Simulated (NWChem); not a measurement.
## A calculation on FNa

```xyz
2

Na     0.0000     0.0000    -0.8497
F      0.0000     0.0000     1.0385
```
Charge 0, spin multiplicity 1.

Program: NWChem. Structure: optimised with PBE0/def2-SVP, a minimum by its harmonic frequencies.

Symmetry labels belong to the abelian group C2v used in the runs, with the axes of the coordinates shown; states degenerate in a higher group split over its labels.

The structure started from a generated list of species.

Q: List the lowest 6 singlet excitations that CIS/def2-SVPD gives, with oscillator strengths.

A: 
```tsv
state	symmetry	energy (eV)	wavelength (nm)	f
1	b1	7.29	170	0.023
2	b2	7.29	170	0.023
3	a1	7.69	161	0.035
4	a2	8.86	140	0.000
5	a1	8.86	140	0.000
6	a2	8.88	140	0.000
```
